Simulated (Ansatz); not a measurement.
The cluster SnBr2, relaxed as a quintet with UKS r2SCAN-D4/def2-TZVP in Ansatz, starting from the r2SCAN-D4/def2-TZVP geometry of the neutral singlet. Force threshold 0.02 eV/Å.

In the def2 sets Sn takes a core potential; there is no spin–orbit coupling. The gap within one spin of the charge 0 quintet nearly closes, so an electron or hole may be smeared out by delocalisation error. The relaxation made no stability test and no search for a lower SCF solution. At r2SCAN-D4/def2-TZVP a singlet of charge 0 lies 6.20 eV below the quintet, each at its own geometry. The structure comes from a short search, and lower isomers may exist.

Start:

```xyz
3

Sn   -0.132   -0.450    0.984
Br   -1.022    1.716    0.044
Br    1.154   -1.266   -1.027
```

| step | energy (eV) | largest force component (eV/Å) | SCF passes |
| --- | --- | --- | --- |
| 1 | -145920.9240 | 2.332 | 18 |
| 2 | -145921.5473 | 0.626 | 29 |
| 3 | -145921.7851 | 0.441 | 29 |
| 4 | -145922.0378 | 0.580 | 29 |
| 5 | -145922.2705 | 0.596 | 29 |
| 6 | -145922.4669 | 0.494 | 28 |
| 7 | -145922.6162 | 0.320 | 27 |
| 8 | -145922.6972 | 0.118 | 28 |
| 9 | -145922.7101 | 0.017 | 25 |

Force components are those of the run's own axes.

End:

Cartesian coordinates in Å:
```
Sn 0.001 0.003 -0.007
Br -1.531 2.095 0.757
Br 1.530 -2.099 -0.750
```

By distances, no bond broke or formed. The bond that changes most is Sn1–Br3, from 2.52 to 2.70 Å (atoms count from 1).

No frequencies were taken in this run, so the end may be a saddle point.

Hardware: 4 threads of Arm Neoverse V2 on a shared host. Wall time 34 s.
